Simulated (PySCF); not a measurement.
Isomers of CH4BN. All species are isolated molecules in the gas phase. One relaxed conformer stands for each flexible species; it need not be the lowest. Strings in code marks are SMILES.

The HOMO–LUMO gap from two functionals at the same geometries (PBE0-D3(BJ)/def2-TZVP), both in PySCF: PBE-D3(BJ)/def2-TZVP and ωB97X-D3(BJ)/def2-TZVP. 

```csv
species,PBE-D3(BJ)/def2-TZVP (eV),ωB97X-D3(BJ)/def2-TZVP (eV)
`C=BN`,4.54,10.52
`N=BC`,6.74,12.94
`B=NC`,6.39,12.93
`[H]/B=C/N`,1.80,8.35
`C=NB`,4.65,11.75
`[H]/N=C\B`,2.94,10.00
```

Over these rows, drawn at random from the members with no instability flagged (it was tested for open shells, ions and some series alone), PBE minus ωB97X-D3(BJ): mean -6.57 eV, from -7.10 eV to -5.98 eV.
